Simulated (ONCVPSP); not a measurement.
**Building the ONCV potential for cadmium (LDA (Perdew-Zunger), scalar-relativistic).**

| Property | Result |
| --- | --- |
| Element | cadmium (Cd) |
| Generator | ONCVPSP 4.0.1 |
| Type | optimised norm-conserving Vanderbilt (ONCV) |
| Functional | LDA (Perdew-Zunger) |
| Relativity | scalar-relativistic |
| Frozen core | [Ar] 3d10 |
| Valence charge | 20 |
| Reference configuration | 4s2 4p6 4d10 5s2 |
| Partial waves | 4s+5s: rc 1.65 bohr, ncon 4, nbas 8, qcut 9.5 1/bohr, 2 projectors; 4p: rc 1.25 bohr, ncon 4, nbas 8, qcut 13.4 1/bohr, 3 projectors, debl 3.2 Ha; 4d: rc 1.35 bohr, ncon 5, nbas 9, qcut 11 1/bohr, 3 projectors, debl 2.9 Ha |
| Local potential | polynomial inside 1.20 bohr (lpopt 5, dvloc0 -2.5 Ha) |
| Core correction | Teter function, fcfact 2, rcfact 1.3 |

* Cutoffs needed: 51 Ha and 61 Ha (the cutoffs (Ha) at which the residual kinetic energy of the hardest occupied pseudo-wave falls to 1 and 0.1 mHa per electron)
* Ghost test: no bound ghost flagged; GHOST(+) flagged for s at 234.1 eV
* Largest excitation error: -42 meV (all-electron minus pseudo) for 4s2 4p5 4d10 5s2, out of 4 test configurations
* rms error of d²Exc/dni dnj: 4.13 mHa without and 1.54 mHa with the model core
